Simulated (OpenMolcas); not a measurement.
# Ti3+: moving the ligands

Ti3+ with 3 ligands (ammonia) in trigonal planar coordination (C3h) at 1.9 Å. Ligand basis ANO-RCC-VDZP.
```
Ti    0.0000    0.0000    0.0000
N     1.9000    0.0000    0.0000
H     2.2821    0.9457    0.0000
H     2.2821   -0.4729    0.8190
H     2.2821   -0.4729   -0.8190
N    -0.9500    1.6454    0.0000
H    -1.9601    1.5035    0.0000
H    -0.7315    2.2128   -0.8190
H    -0.7315    2.2128    0.8190
N    -0.9500   -1.6454    0.0000
H    -0.3220   -2.4492    0.0000
H    -1.5506   -1.7399   -0.8190
H    -1.5506   -1.7399    0.8190
```

```
Program             : OpenMolcas
Method              : SS-CASPT2, IPEA 0.25 Eh, imaginary shift 0.1 Eh (closed shells correlated: 3s 3p and the ligand valence shells)
Basis               : ANO-RCC-VDZP [5s4p2d1f]
Scalar Hamiltonian  : DKH2, point nucleus
Active space        : 1 electron in 5 orbitals (3d)
State averaging     : 2S+1 = 2 even, 5 roots
Spin-orbit coupling : RASSI with atomic mean-field integrals over the reference wave functions
```

Runs around this geometry, states. Energies in cm-1 above the lowest state or level, χT in cm3 K/mol.

```csv
R (Å),Ground state,First state of that spin,First gap with spin-orbit (degeneracies),χT at 300 K
1.8,2S+1 = 2,17,"250 (2, 2)",0.502
1.9,2S+1 = 2,740,"160 (2, 2)",0.456
2.03,2S+1 = 2,1160,"150 (2, 2)",0.444
```

Ligand-to-metal charge-transfer states are missing. Spin-orbit coupling mixes the spin-free states strongly: the lowest level takes only 58 % from its leading state, an unlabelled state of the same spin as most of the rest, which lies 17 cm-1 above the lowest spin-free state (holds for R = 1.8). The least metal-like active orbital is 74 % on the metal (Löwdin) and no ligand orbital is active, so the numbers are rough (holds for R = 1.8). An orbital doublet at a regular site is open to a Jahn-Teller distortion, which this geometry leaves out (holds for R = 1.9; R = 2.03). The least metal-like active orbital is 79 % on the metal (Löwdin) and no ligand orbital is active, so the numbers are rough (holds for R = 1.9). The least metal-like active orbital is 84 % on the metal (Löwdin) and no ligand orbital is active, so the numbers are rough (holds for R = 2.03). No measured value stands beside these numbers; the geometry was imposed, not optimised, and the real ion may take another.

A state without a sure symmetry label is named by its multiplicity alone.
